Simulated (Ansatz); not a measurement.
Ansatz results at the PBE0-D4/def2-TZVP geometry: size of the dipole moment (ωB97M-V/def2-TZVPP) 1.48 D; HOMO energy (PBE/def2-TZVPP) -6.82 eV; HOMO energy (ωB97M-V/def2-TZVPP) -10.23 eV.

Each molecule was computed in one conformer, which needn't be the lowest.

Which molecule gave them?
A. `O[SiH2]C[SiH](O)Cl`
B. `N[Si@@H](Cl)[Si@@H](N)Cl`
C. `O[SiH](O)C[SiH](F)F`
D. `O[SiH2][SiH](F)F`

D. The others give `O[SiH](O)C[SiH](F)F`: 2.84, -7.32, -10.97; `O[SiH2]C[SiH](O)Cl`: 3.11, -7.13, -10.68; `N[Si@@H](Cl)[Si@@H](N)Cl`: 0.56, -6.44, -9.84.
